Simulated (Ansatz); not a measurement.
Species: CH₂BF₂O, charge 0, multiplicity 2. It need not be the lowest isomer of its formula. 
Geometry from a B3LYP-D3(BJ)/def2-TZVP (Ansatz, a first-principles code) optimisation:
```xyz
7

B      0.4771     0.0645    -0.0248
F      0.6860    -1.2355    -0.1945
F      1.5167     0.8790     0.0044
O     -0.7641     0.5843     0.1205
C     -1.9076    -0.1580     0.0932
H     -2.8127     0.3922     0.2818
H     -1.8385    -1.2326     0.0299
```
Charge 0, spin multiplicity 2.

Parts of the frozen-core correlation energy in cc-pwCVTZ (Ansatz, hartree). Frozen orbitals: 5; correlated occupied orbitals by spin: 15 and 14; virtual: 223 and 224. UHF or UKS for open shells. Spin-orbit coupling is left out. Non-relativistic.

```json
[
 {"term": "reference (HF)", "value": "-337.72250"},
 {"term": "MP2 opposite-spin", "value": "-0.73162"},
 {"term": "MP2 same-spin", "value": "___"},
 {"term": "CCSD correlation", "value": "___"},
 {"term": "(T)", "value": "___"},
 {"term": "T1 diagnostic", "value": "0.014"},
 {"term": "largest doubles amplitude", "value": "0.021"},
 {"term": "<S^2> of the reference", "value": "0.763"}
]
```

### Question
Fill in the missing entries.

### Answer

- MP2 same-spin, value: -0.25498
- CCSD correlation, value: -0.99946
- (T), value: -0.03382
